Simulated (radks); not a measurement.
Values are calculated unless marked as measured or tabulated.
Problem. Excited configurations of the platinum ion Pt3+: one electron is placed in a higher orbital outside [Xe] 4f14 5d6. The ground configuration is [Xe] 4f14 5d7. Level of theory: scalar-relativistic Kohn-Sham, r2SCAN, spin-polarised, spherical densities, finite nucleus; open shells are filled with parallel spins first (spin-orbit coupling, left out, can overturn this in heavy ions); meta-GGA in the generalised Kohn-Sham scheme; Fermi nuclear charge, rms radius 5.427 fm (a radial shooting solver on a logarithmic mesh with Libxc functionals). Excitation = E - E(ground); binding = E(ion) - E, where the ion is the core of charge +4; n* = 4/sqrt(2 binding) in atomic units, and the quantum defect is n - n*.

outer orbital  excitation (eV)  binding (eV)     n*  quantum defect  eigenvalue (eV)  <r> (bohr)
5f                      28.707        15.070  3.801           1.199          -12.377       3.681
6s                       4.341        39.436  2.349           3.651          -35.269       2.248
6p                      14.774        29.003  2.740           3.260          -25.559       2.743
6d                      25.537        18.240  3.455           2.545          -15.867       3.895
6f                      33.884         9.893  4.691           1.309           -8.529       6.740
7s                      24.965        18.813  3.402           3.598          -16.959       4.504
7p                      28.466        15.311  3.771           3.229          -13.730       5.271
7f                      36.932         6.845  5.639           1.361           -6.022       10.54

Estimate the row for 7d.

Solution. excitation (eV) 32.870; binding (eV) 10.907; n* 4.468; quantum defect 2.532; eigenvalue (eV) -9.662; <r> (bohr) 6.925. The Delta-SCF ionisation energy is 43.777 eV (NIST Atomic Spectra Database: 43 eV, theoretical). Self-interaction in the functional shifts the binding energies and quantum defects, so they are the method's values and not measured ones. Open shells are spherical and high-spin; term and fine-structure splittings are not resolved. Spin-orbit splitting is averaged out at the scalar-relativistic level.
